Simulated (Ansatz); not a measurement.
Calculated with Ansatz (gas phase, PBE0-D4/def2-TZVP geometries, no zero-point term in ΔE). CCSD(T)/CBS is the MP2 limit (def2-TZVPP, def2-QZVPP) plus CCSD(T) − MP2 in def2-TZVPP, frozen cores. This one scheme is used for every species. DFT in def2-TZVPP. B3LYP here is the variant with VWN-RPA as its local correlation; programs differ in this. Each species was taken in one conformer, which may not be the lowest.

Consider the ligand exchange at the Si–N bond: `C[SiH](Cl)[NH][AlH2]` + H–F → `C[SiH](F)Cl` + `[NH2][AlH2]`.

```csv
level,ΔE (kJ/mol),difference from CCSD(T)/CBS
PBE-D4,-72.4,-1.0
PBE0-D4,-70.4,1.0
ωB97X-V,-78.8,-7.4
ωB97M-V,-77.5,-6.1
B2PLYP,-82.9,-11.5
PBE,-80.1,-8.7
r2SCAN,-83.2,-11.8
PBE0,-77.4,-6.0
B3LYP,-89.6,-18.2
HF/def2-TZVPP,-91.7,-20.3
SCS-MP2/def2-TZVPP,-74.4,-3.0
CCSD/def2-TZVPP,-74.8,-3.4
MP2/def2-QZVPP,-68.9,2.5
HF/CBS(def2),-93.1,-21.7
MP2/CBS(def2),-68.4,3.0
CCSD/CBS(def2),-74.6,-3.2
CCSD(T)/CBS,-71.4,0
```

Largest T1 diagnostic among the species: 0.011.

In def2-TZVPP, CCSD(T) changes the Hartree–Fock value by +20.0 kJ/mol (the triples alone add +3.2 kJ/mol) and MP2 by +23.0 kJ/mol. The D4 term adds +12.1 kJ/mol with B3LYP and +7.0 kJ/mol with PBE0; it sums over pairs of atoms, weighted by their polarisabilities, and B3LYP, whose exchange is more repulsive, gets the larger term.
